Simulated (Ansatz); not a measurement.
Job for Ansatz (a first-principles code): R-B97M-V/def2-TZVPPD on HF (SMILES F). The basis file is the Basis Set Exchange's JSON of that set.

Ansatz 0.2 input:
```yaml
crystal:
  periodic: [false, false, false]
  atoms:
    - {symbol: F, position_ang: [-0.00000000, 0.00000000, 0.46222970]}
    - {symbol: H, position_ang: [0.00000000, -0.00000000, -0.46222970]}
basis:
  gaussian:
    orbitals: def2-TZVPPD.json
hamiltonian:
  xc: {name: B97M-V}
scf: {lower_state_search: off}
```

It printed:

```
WARN ansatz: RAYON_NUM_THREADS=4 ignored (pool sized by the plan → 4); use --threads N
Functional definition: B97M-V
these checks for a lower state are left out or cut short: stability, starts, cluster_reference, orbital_swaps, neighbouring_geometries, increment
integrals: 0.01 GiB planned
256 factors; their error is unknown
mean field: 0.13 GiB planned
mean field evaluation 1: about -2731.9328 eV, gradient 3.3e1 eV
mean field evaluation 2: about -2728.8057 eV, gradient 5.7e1 eV
mean field evaluation 4: about -2733.4580 eV, gradient 3.3e-1 eV
mean field evaluation 8: about -2733.4575 eV, gradient 2.6e-4 eV
mean field -2733.45748174 eV, -100.4527096500 hartree, gradient 1.2e-6 eV, S^2 0.000000; 0 other end points of the search recorded, 0 dependent functions left out
reference -2733.45753647 eV, -100.4527116611 hartree; 5, 5 occupied and 52, 52 virtual orbitals, 256 factors
Total energy: -2733.45753647 eV, -100.4527116611 hartree
Checks for a lower state left out: stability, starts, cluster_reference, orbital_swaps, neighbouring_geometries, increment
```

The calculation finished and met its thresholds.

Cost: very roughly 0.5 core-seconds.
